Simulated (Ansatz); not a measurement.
C$_{8}$H$_{14}$ClNZr (`C[N](C)[Zr]1234([CH3])([Cl])[C@H]5[C@@H]1[C@@H]2[C@@H]3[C@H]54`), 25 atoms. The species carries charge 0 and has multiplicity 1. Correlated methods include outer-core shells of Zr, which these sets cover unevenly. Zr: def2 effective core potential. All runs use 4 threads of an AMD EPYC 7R13 on a shared host and a share of an NVIDIA H100 80 GB. Correlated methods freeze the cores.

Q: How many basis functions does each run have, and how long does it take in Ansatz? RKS ωB97M-V/def2-QZVPP energy; direct RPA on PBE orbitals/def2-TZVPP energy; RKS r2SCAN0-D4/def2-TZVPP energy; RKS BHLYP-D4/def2-TZVPP energy; RKS r2SCAN-D4/def2-TZVPP energy and forces; RKS PBE0-D4/def2-TZVP relaxation (29 steps); RHF-CCSD(T)/def2-TZVPP energy; RKS ωB97M-V/def2-SVP energy; RHF-MP2/def2-QZVPP energy; RHF-CCSD(T)/def2-SVP energy; RKS PBE0-D4/def2-SVP energy; RKS PBE0-D4/def2-QZVPP energy. (Estimate.)

A: Ansatz gave: Other jobs shared the machine, so times are rough.

```tsv
level	job	functions	wall time	peak host memory (GiB)
RKS r2SCAN0-D4/def2-TZVPP	energy	573	13 s	1.2
RKS BHLYP-D4/def2-TZVPP	energy	573	13 s	1.2
RKS PBE0-D4/def2-SVP	energy	245	15 s	0.92
RKS ωB97M-V/def2-SVP	energy	245	15 s	1.1
RHF-CCSD(T)/def2-SVP	energy	245	15 s	0.87
direct RPA on PBE orbitals/def2-TZVPP	energy	573	16 s	3.7
RKS ωB97M-V/def2-QZVPP	energy	1084	19 s	1.9
RKS r2SCAN-D4/def2-TZVPP	energy and forces	573	21 s	1.2
RHF-MP2/def2-QZVPP	energy	1084	33 s	16
RKS PBE0-D4/def2-QZVPP	energy	1084	38 s	1.8
RKS PBE0-D4/def2-TZVP	relaxation (29 steps)	440	3.5 min	1.2
RHF-CCSD(T)/def2-TZVPP	energy	573	11 min	3.6
```
